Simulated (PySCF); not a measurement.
HBrO: bending curve

Level of theory: PySCF, PBE0, basis Br def2-TZVP, O def2-TZVP, H def2-TZVP (no relativity, density fitting).

Rigid scan from the singlet minimum (Br–H 1.465 Å, Br–O 1.691 Å; H–Br–O 106.1°). Coordinate: the O–Br–H angle, bonds fixed. Energies in kJ/mol from the minimum.

Problem. Predict the curve at 80, 90, 100, 110, 120, 130, 140, 150, 160, 170, 180.

Solution. 
| bond angle (°) | E (kJ/mol) | dipole size (D) |
| --- | --- | --- |
| 80 | 56.2 | 3.78 |
| 90 | 21.4 | 3.84 |
| 100 | 3.0 | 3.85 |
| 110 | 1.2 | 3.82 |
| 120 | 14.8 | 3.77 |
| 130 | 42.0 | 3.68 |
| 140 | 81.6 | 3.56 |
| 150 | 132.5 | 3.43 |
| 160 | 193.4 | 3.30 |
| 170 | 261.3 | 3.29 |
| 180 | 313.7 | 3.90 |

With the bonds held, the linear shape lies 313.7 kJ/mol from the minimum.
